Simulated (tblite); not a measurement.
Species: C6H10O2 (charge +1 and doublet state).
Numbering: `[CH2+:1][C:2]([CH3:3])[C:4](=[O:5])[O:6][CH2:7][CH3:8]` (hydrogens: H9, H10 on C1; H11, H12, H13 on C3; H14, H15 on C7; H16, H17, H18 on C8)

Geometry (GFN2-xTB, Å), atoms numbered from 1 in this order:
```
atom  x, y, z in Å
C1    -1.5435    1.6292   -0.1726
C2    -1.6520    0.3006   -0.0661
C3    -2.8772   -0.5050    0.0221
C4    -0.3799   -0.5374    0.0599
O5    -0.3890   -1.6224    0.5688
O6     0.6634    0.0747   -0.4463
C7     1.8834   -0.6788   -0.5191
C8     3.0445    0.2787   -0.5594
H9    -2.3897    2.2746    0.0199
H10   -0.6109    2.1241   -0.3955
H11   -2.7680   -1.2271    0.8386
H12   -3.0230   -1.1199   -0.8726
H13   -3.7583    0.1248    0.1251
H14    1.8629   -1.3017   -1.4238
H15    1.9069   -1.3642    0.3437
H16    2.9994    0.9329   -1.4318
H17    3.0511    0.9108    0.3267
H18    3.9710   -0.2874   -0.6290
```

All values are computed: GFN2-xTB (tblite) harmonic vibrations without scaling, gas phase. This tight-binding method is rough: wavenumbers can miss measured ones by several per cent, in bad cases by 10 to 20. One conformer, not necessarily the lowest. Open shells enter through the occupations alone, without spin polarisation, and single modes of such species can be off by tens of per cent.

Harmonic wavenumbers (cm⁻¹): 44.0, 75.8, 113.9, 137.8, 165.3, 203.9, 256.8, 309.5, 338.6, 399.1, 471.3, 553.1, 589.9, 710.0, 784.2, 844.4, 878.6, 887.3, 905.3, 946.8, 971.7, 991.5, 1068.0, 1090.1, 1090.7, 1160.7, 1181.6, 1274.3, 1305.9, 1322.4, 1364.3, 1367.8, 1382.7, 1388.9, 1404.0, 1417.0, 1553.6, 1725.1, 2853.2, 2895.9, 2927.8, 2965.0, 2989.7, 3027.3, 3039.0, 3039.5, 3057.1, 3101.0.

A = 4311, B = 1207, C = 977.9 MHz; mass 114.068 u (most abundant isotopes); point group C1, symmetry number 1; spin multiplicity 2.

Task: What is the zero-point energy?

Result: Half the sum of the wavenumbers: 31286 cm⁻¹ = 89.45 kcal/mol.

Task: Give the ideal-gas entropy at 200 K and 1 bar in the rigid-rotor, harmonic-oscillator model (classical rotation).

Result: Translation 38.15, rotation 27.35, vibration 19.02, spin (R ln 2) 1.38: S = 85.9 cal/(mol K).

Task: And Cp and H(200 K) − H(0)?

Result: Cp = 27.80 cal/(mol K), of which vibrations give 19.85 (their classical limit is 48 R = 95.4); H(200 K) − H(0) = 3.66 kcal/mol without the zero-point energy, 2.07 from vibrations.

Task: Which modes carry the vibrational entropy at 200 K?

Result: 44.0 cm⁻¹: 4.28; 75.8 cm⁻¹: 3.22; 113.9 cm⁻¹: 2.44; 137.8 cm⁻¹: 2.08; 165.3 cm⁻¹: 1.76; 203.9 cm⁻¹: 1.39 cal/(mol K); the other 42 give 3.85 together.

Task: What must be added to the electronic energy to get the Gibbs energy at 200 K and 1 bar?

Result: ZPE + [H(200 K) − H(0)] − T·S = 89.45 + 3.66 − 17.18 = 75.93 kcal/mol.

Hindered rotation and anharmonicity are outside this model. Other conformers, if any are populated, would add a mixing term that is left out. The structure is chiral; the term R ln 2 for an equal mix with its mirror image is left out.
